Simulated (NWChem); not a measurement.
Everything below was run with NWChem. System: ClMg (+1), charge 1, spin multiplicity 1, at a geometry optimised with PBE/def2-SVP. The structure started from a generated list of species. Level: TD-PBE/6-31G* (spherical d).

The NWChem input:

```
start mol
memory heap 200 mb stack 900 mb global 1100 mb
charge 1
geometry units angstroms nocenter noautoz noautosym
  Mg     0.000000     0.000000    -1.268759
  Cl     0.000000     0.000000     0.895595
end
basis spherical
  * library 6-31g*
end
dft
  xc xpbe96 cpbe96
  semidirect memsize 60000000 filesize 0
  iterations 100
end
tddft
  rpa
  nroots 10
  notriplet
end
task tddft energy
```

NWChem printed:

```
             Northwest Computational Chemistry Package (NWChem) 7.3.0
             --------------------------------------------------------

                                NWChem Input Module
                                -------------------

 Scaling coordinates for geometry "geometry" by  1.889725989
 (inverse scale =  0.529177249)

                             Geometry "geometry" -> ""
                             -------------------------

 Output coordinates in angstroms (scale by  1.889725989 to convert to a.u.)

  No.       Tag          Charge          X              Y              Z
 ---- ---------------- ---------- -------------- -------------- --------------
    1 Mg                  12.0000     0.00000000     0.00000000    -1.26875900
    2 Cl                  17.0000     0.00000000     0.00000000     0.89559500

 Effective nuclear repulsion energy (a.u.)      49.8773115655

            Nuclear Dipole moment (a.u.)
            ----------------------------
        X                 Y               Z
 ---------------- ---------------- ----------------
     0.0000000000     0.0000000000     0.0000132281


 Summary of "ao basis" -> "" (spherical)
 ------------------------------------------------------------------------------
       Tag                 Description            Shells   Functions and Types
 ---------------- ------------------------------  ------  ---------------------
 *                           6-31g*                   on all atoms

  pbe96 is a nonlocal functional; adding pw91lda local functional.

                                 NWChem DFT Module
                                 -----------------

 Summary of "ao basis" -> "ao basis" (spherical)
 ------------------------------------------------------------------------------
       Tag                 Description            Shells   Functions and Types
 ---------------- ------------------------------  ------  ---------------------
 Mg                          6-31g*                  8       18   4s3p1d
 Cl                          6-31g*                  8       18   4s3p1d

 Summary of "ao basis" -> "ao basis" (spherical)
[...]
     Occ.   12  a   ---  Virt.   19  a    0.06428 X
     Occ.   12  a   ---  Virt.   22  a    0.06475 X
     Occ.   13  a   ---  Virt.   17  a    0.65847 X
     Occ.   13  a   ---  Virt.   25  a    0.07716 X
     Occ.   14  a   ---  Virt.   16  a    0.65847 X
     Occ.   14  a   ---  Virt.   26  a    0.07716 X
  ----------------------------------------------------------------------------
  Root   8 singlet a              0.275622453 a.u.                7.5001 eV
  ----------------------------------------------------------------------------
     Transition Moments    X -0.31715   Y -0.33302   Z -0.00000
     Transition Moments   XX  0.00000  XY  0.00000  XZ  1.20114
     Transition Moments   YY  0.00000  YZ  1.26125  ZZ  0.00000
     Dipole Oscillator Strength                    0.0388608455
     Electric Quadrupole                           0.0000003382
     Magnetic Dipole                               0.0000000030
     Total Oscillator Strength                     0.0388611868

          sigma_e =   2.1428 Angstrom
          sigma_h =   1.3027 Angstrom
         |d_h->e| =   1.9550 Angstrom
            d_exc =   3.1802 Angstrom
            d_CD1 =   2.7952 Angstrom
            d_CD2 =   0.2323 Angstrom
            d_CD3 =   5.1353 Angstrom
     Pearson C.C. =  -0.0006

     Occ.   12  a   ---  Virt.   17  a   -0.88210 X
     Occ.   13  a   ---  Virt.   18  a   -0.46828 X
  ----------------------------------------------------------------------------
  Root   9 singlet a              0.275622454 a.u.                7.5001 eV
  ----------------------------------------------------------------------------
     Transition Moments    X  0.33302   Y -0.31715   Z -0.00000
     Transition Moments   XX -0.00000  XY -0.00000  XZ -1.26125
     Transition Moments   YY  0.00000  YZ  1.20114  ZZ -0.00000
     Dipole Oscillator Strength                    0.0388610758
     Electric Quadrupole                           0.0000003382
     Magnetic Dipole                               0.0000000030
     Total Oscillator Strength                     0.0388614171

          sigma_e =   2.1428 Angstrom
          sigma_h =   1.3027 Angstrom
         |d_h->e| =   1.9550 Angstrom
            d_exc =   3.1802 Angstrom
            d_CD1 =   2.7951 Angstrom
            d_CD2 =   0.2323 Angstrom
            d_CD3 =   5.1352 Angstrom
     Pearson C.C. =  -0.0006

     Occ.   12  a   ---  Virt.   16  a    0.88210 X
     Occ.   14  a   ---  Virt.   18  a    0.46828 X
  ----------------------------------------------------------------------------
  Root  10 singlet a              0.285565652 a.u.                7.7706 eV
  ----------------------------------------------------------------------------
     Transition Moments    X  0.72330   Y -0.70681   Z  0.00000
     Transition Moments   XX -0.00000  XY -0.00000  XZ -0.39417
     Transition Moments   YY  0.00000  YZ  0.38518  ZZ -0.00000
     Dipole Oscillator Strength                    0.1947080251
     Electric Quadrupole                           0.0000000377
     Magnetic Dipole                               0.0000000760
     Total Oscillator Strength                     0.1947081388

          sigma_e =   2.3691 Angstrom
          sigma_h =   1.1965 Angstrom
         |d_h->e| =   1.9499 Angstrom
            d_exc =   3.2896 Angstrom
            d_CD1 =   3.1225 Angstrom
            d_CD2 =   0.1671 Angstrom
            d_CD3 =   5.2395 Angstrom
     Pearson C.C. =   0.0043

     Occ.   12  a   ---  Virt.   16  a    0.46686 X
     Occ.   14  a   ---  Virt.   18  a   -0.88323 X

              Target root =      1
          Target symmetry = none
      Ground state energy =   -659.685489180985
        Excitation energy =      0.079397282341
     Excited state energy =   -659.606091898643

  stored tddft:energy   -659.60609189864340

 Task  times  cpu:        4.6s     wall:        4.6s

 Total times  cpu:        4.6s     wall:        4.6s
```
